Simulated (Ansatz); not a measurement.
`[SiH3][GaH][Cl]` and `[SiH3]BCl` differ in one element.

Ansatz, PBE0-D4/def2-TZVP geometries, multiplicity 1. 

Scalar relativity is left out up to krypton.

| property | `[SiH3][GaH][Cl]` |
| --- | --- |
| zero-point energy (PBE0-D4/def2-TZVP) / kJ/mol | 84.9 |
| HOMO energy (PBE0/def2-TZVPP) / eV | -7.84 |
| HOMO–LUMO gap (PBE/def2-TZVPP) / eV | 3.80 |
| LUMO energy (ωB97M-V/def2-TZVPP) / eV | -0.39 |
| HOMO energy (PBE/def2-TZVPP) / eV | -6.69 |
| LUMO energy (PBE0/def2-TZVPP) / eV | -2.13 |

Question: Give the same properties after the change, and the shifts. (Best estimate.)

Answer: Ansatz gave: 
| property | `[SiH3]BCl` | shift |
| --- | --- | --- |
| zero-point energy (PBE0-D4/def2-TZVP) / kJ/mol | 98.9 | 14.0 |
| HOMO energy (PBE0/def2-TZVPP) / eV | -7.99 | -0.15 |
| HOMO–LUMO gap (PBE/def2-TZVPP) / eV | 3.50 | -0.30 |
| LUMO energy (ωB97M-V/def2-TZVPP) / eV | -0.25 | 0.14 |
| HOMO energy (PBE/def2-TZVPP) / eV | -6.74 | -0.05 |
| LUMO energy (PBE0/def2-TZVPP) / eV | -2.28 | -0.15 |
